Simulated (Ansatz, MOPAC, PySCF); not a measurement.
Noncovalent pair: SiH4 (SMILES [SiH4]) (first 5 atoms) with H2 (SMILES [H][H]); geometry from B3LYP-D3(BJ)/def2-TZVP, rigid monomers moved along the line of their centres of mass till Si1···H6 is 3.04 Å.
(charge 0, multiplicity 1):
```json
[
 {"atom": "Si", "x (Å)": "0.0498", "y (Å)": "0.0563", "z (Å)": "-0.0127"},
 {"atom": "H", "x (Å)": "0.1179", "y (Å)": "0.1442", "z (Å)": "-1.4887"},
 {"atom": "H", "x (Å)": "-1.3364", "y (Å)": "-0.2575", "z (Å)": "0.4014"},
 {"atom": "H", "x (Å)": "0.4589", "y (Å)": "1.3497", "z (Å)": "0.5799"},
 {"atom": "H", "x (Å)": "0.9584", "y (Å)": "-1.0114", "z (Å)": "0.4624"},
 {"atom": "H", "x (Å)": "-0.0876", "y (Å)": "-0.1017", "z (Å)": "3.0221"},
 {"atom": "H", "x (Å)": "-0.1278", "y (Å)": "-0.1414", "z (Å)": "3.7637"}
]
```

Monomers are frozen at their geometry in the pair; levels with a basis set take the counterpoise correction.

Rows in 6-31G* carry no dispersion term and start afresh at each structure (6-31G* with six Cartesian d functions). The state that PM7 reach isn't checked; PM7 holds dispersion and hydrogen-bond terms.

Run with Ansatz (Gaussian basis) for Hartree–Fock, density functionals and correlated methods; MOPAC for PM7 (differences of heats of formation); PySCF for 6-31G* rows, the dispersion terms. Values without a source in brackets are computed.

Problem. One of these levels gives 32.1 meV for the interaction energy. Which?
A. PM7
B. HF/6-31G*
C. PBE0-D3(BJ)/def2-TZVPPD

Solution. B, HF/6-31G*. The others give 79.1 (PM7), -11.1 (PBE0-D3(BJ)/def2-TZVPPD)

Ansatz is an electronic-structure program.
